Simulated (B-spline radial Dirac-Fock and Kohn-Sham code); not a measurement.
**Elastic electron scattering at 500 eV, Mn to Te**

Method: relativistic (Dirac) partial waves in the static field of the Dirac-Fock atom with Furness-McCarthy exchange, without polarisation or absorption potentials. Computed with an atomic code on a B-spline grid. σ_tr1 and σ_tr2 weight the cross section with 1 − P₁ and 1 − P₂ of cos θ; "backward" is the share scattered beyond 90°.

```tsv
Z	element	σ (a₀²)	σ_tr1 (a₀²)	σ_tr2 (a₀²)	backward (%)	dσ/dΩ at 90° (a₀²/sr)
25	Mn	9.53	2.47	2.41	11	0.0889
26	Fe	9.06	2.54	2.36	11	0.0939
27	Co	8.64	2.59	2.30	12	0.0993
28	Ni	8.24	2.64	2.24	13	0.105
29	Cu	6.95	2.65	2.10	16	0.111
30	Zn	7.53	2.70	2.11	15	0.117
31	Ga	8.67	2.76	2.16	14	0.122
32	Ge	9.30	2.82	2.22	13	0.129
33	As	9.62	2.88	2.29	13	0.135
34	Se	9.74	2.95	2.36	13	0.141
35	Br	9.72	3.01	2.44	13	0.147
36	Kr	9.61	3.07	2.51	14	0.152
37	Rb	13.1	3.16	2.65	11	0.157
38	Sr	15.5	3.26	2.81	9.1	0.161
40	Zr	15.3	3.42	3.03	9.8	0.166
41	Nb	13.5	3.48	3.07	11	0.165
42	Mo	13.0	3.55	3.13	12	0.162
43	Tc	13.8	3.63	3.23	12	0.157
44	Ru	12.1	3.66	3.21	14	0.146
45	Rh	11.6	3.70	3.24	15	0.134
46	Pd	10.0	3.72	3.20	18	0.116
47	Ag	10.7	3.77	3.25	17	0.102
48	Cd	11.3	3.83	3.31	16	0.0870
49	In	12.6	3.89	3.40	15	0.0736
50	Sn	13.4	3.96	3.49	14	0.0607
51	Sb	13.8	4.03	3.59	14	0.0489
52	Te	13.9	4.10	3.68	14	0.0385
```
